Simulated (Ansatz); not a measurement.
C2H7GaO (`[CH3][Ga]([CH3])[OH]`). Total charge 0; spin multiplicity 1.

Cartesian coordinates in Å:
```
C 0.260 1.411 1.246
Ga -0.347 0.028 0.002
C 0.717 -1.245 -1.055
O -2.139 -0.041 -0.146
H 0.826 0.970 2.070
H -0.594 1.951 1.657
H 0.920 2.124 0.745
H 1.261 -1.923 -0.392
H 1.461 -0.717 -1.657
H 0.094 -1.844 -1.721
H -2.459 -0.713 -0.751
```

(1) What are the harmonic wavenumbers in cm⁻¹ at PBE0-D4/def2-TZVP (Ansatz, finite differences of forces, unscaled)? (An estimate is asked.)

Answers

(1) Computed: 21i, 42, 141, 162, 183, 410, 544, 602, 659, 675, 688, 729, 773, 827, 1226, 1227, 1445, 1446, 1450, 1455, 3051, 3055, 3130, 3132, 3147, 3158, 3907.
